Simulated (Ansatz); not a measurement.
Basis-set extrapolation for C8H16O2, SMILES `CC(C)COC(=O)C(C)C` (PBE0-D4/def2-TZVP geometry, frozen core, Ansatz). Multiplicity 1, RHF reference.

|  | def2-TZVPP | def2-QZVPP |
| --- | --- | --- |
| HF | -462.195171 | -462.216308 |
| MP2 correlation | -1.842356 | -1.965753 |
| CCSD(T) correlation | -1.998578 | not run |

Energies in hartree. Use E(X) = E(∞) + A·exp(−7.88·√X) for Hartree–Fock and E(X) = E(∞) + B·X^(−2.97) for correlation, with X = 3 and 4, and add CCSD(T) minus MP2 of the smaller set to the MP2 limit.

Problem. What is the CCSD(T) energy at the basis-set limit?

Solution. HF limit: -462.216308 + (-0.021137) × 0.13774 = -462.21922. MP2 limit: -1.965753 + (-0.123397) × 0.74074 = -2.05716. Higher-order term: -1.998578 − (-1.842356) = -0.15622. Total: -464.43260 hartree, 627.1 kJ/mol below CCSD(T)/def2-TZVPP.
